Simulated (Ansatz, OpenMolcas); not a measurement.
## WOF4 (SMILES O=[W](F)(F)(F)F): methods side by side

WOF4: 6 atoms, total charge 0, spin state singlet. As SMILES, `O=[W](F)(F)(F)F`. The coordinates come from a PBE0-D4/def2-TZVP relaxation.

```jsonl
{"atom": "O", "x (Å)": "-1.6287", "y (Å)": "-0.2469", "z (Å)": "-0.4712"}
{"atom": "W", "x (Å)": "-0.0408", "y (Å)": "-0.0062", "z (Å)": "-0.0118"}
{"atom": "F", "x (Å)": "-0.1237", "y (Å)": "1.1673", "z (Å)": "1.4129"}
{"atom": "F", "x (Å)": "0.5347", "y (Å)": "1.4404", "z (Å)": "-1.0068"}
{"atom": "F", "x (Å)": "0.9587", "y (Å)": "-1.0408", "z (Å)": "-1.1714"}
{"atom": "F", "x (Å)": "0.2999", "y (Å)": "-1.3139", "z (Å)": "1.2482"}
```

Quantity: the HOMO–LUMO gap, in eV. The values are calculated.

| level | kind | program | value (eV) | CPU time |
| --- | --- | --- | --- | --- |
| HF/def2-SVP (core potential) | Hartree–Fock | OpenMolcas | 15.62 | 12 s |
| revPBE/def2-SVP (core potential) | GGA | Ansatz | 5.06 | 5 s |
| M06-L/def2-SVP (core potential) | meta-GGA | OpenMolcas | ? | 37 s |
| TPSS/def2-SVP (core potential) | meta-GGA | OpenMolcas | ? | 46 s |
| r2SCAN/def2-SVP (core potential) | meta-GGA | Ansatz | 5.48 | 9.8 s |
| M06-2X/def2-SVP (core potential) | hybrid meta-GGA | OpenMolcas | 10.34 | 34 s |
| PBE0/def2-SVP (core potential) | global hybrid | Ansatz | 7.55 | 6.2 s |
| B2PLYP/def2-SVP (core potential) | double hybrid | OpenMolcas | 10.45 | 22 s |

Task: Estimate what the levels marked ? give.

Result: As computed at these levels: M06-L/def2-SVP (core potential): 5.47 eV; TPSS/def2-SVP (core potential): 5.19 eV. The values span 5.06 to 15.62 eV. Orbital gaps aren't excitation energies, and those of double hybrids come from the SCF part alone; they tend to grow with the share of exact exchange. Times are those of the runs behind each value, whatever else they computed, on shared processors of several kinds: orders of magnitude only.
